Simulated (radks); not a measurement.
Eu33+, configuration [Ar] 3d10 4s2.

Method: non-relativistic Kohn-Sham, LDA (Slater exchange, Perdew-Wang correlation), spin-unpolarised, spherical densities, point nucleus; relativity is left out, which matters for an element this heavy; computed with a radial shooting solver on a logarithmic mesh with Libxc functionals.

Energy parts (hartree):
total: -9817.9453
kinetic: 9815.1936
electron-nucleus: -21730.4590
Hartree: 2277.0050
exchange-correlation: -179.6849

Orbitals (lengths in bohr, moments of r in powers of bohr; r(90%) holds 90 % of the orbital's charge):
| orbital | occ. | eigenvalue (hartree) | <r> | <1/r> | <r^2> | r(90%) |
|---|---|---|---|---|---|---|
| 1s | 2 | -1719.951 | 0.02410 | 62.42 | 0.0007761 | 0.0428 |
| 2s | 2 | -311.8186 | 0.1025 | 14.52 | 0.01231 | 0.157 |
| 2p | 6 | -299.0312 | 0.08689 | 14.55 | 0.009153 | 0.140 |
| 3s | 2 | -102.0724 | 0.2610 | 5.561 | 0.07745 | 0.380 |
| 3p | 6 | -96.45916 | 0.2501 | 5.507 | 0.07213 | 0.372 |
| 3d | 10 | -86.12762 | 0.2209 | 5.407 | 0.05692 | 0.341 |
| 4s | 2 | -49.00823 | 0.5199 | 2.755 | 0.3032 | 0.732 |

The highest occupied level is 4s at -1333.6 eV. Summed over all electrons, <r^2> = 1.844 bohr^2, which gives a Langevin (diamagnetic) susceptibility term of -1.46 x 10^-6 cm^3/mol. Virial ratio -V/T = 2.00028. For comparison, the ionisation energy in NIST's Atomic Spectra Database is 1406 eV (theoretical). In exact Kohn-Sham theory the highest level is minus the ionisation energy, but local and semilocal functionals leave it too shallow, through self-interaction and a potential that decays too fast; potentials with the right tail come closer. The electron density at the nucleus is 1.78e+05 e/bohr^3. The density falls to 0.001 e/bohr^3 at r = 1.16 bohr.
